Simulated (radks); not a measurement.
Problem. Valence configurations of C+ (all share [He]). Calculated with a radial shooting solver on a logarithmic mesh with Libxc functionals: non-relativistic Kohn-Sham, TPSS, spin-polarised, spherical densities, point nucleus; open shells are filled with parallel spins first; meta-GGA in the generalised Kohn-Sham scheme. Order these by energy: 2s1.5 2p1.5; 2s1 2p2; 2s0.5 2p2.5; 2p3; 2s2 2p1.

Solution. From the lowest, in eV above it: 2s2 2p1 0.000; 2s1.5 2p1.5 3.002; 2s1 2p2 4.917; 2s0.5 2p2.5 9.503; 2p3 14.047. NIST lists [He] 2s2 2p1 as the ground configuration; this level of theory agrees among the configurations tried. The energies are those of spherical high-spin densities, not of single terms.
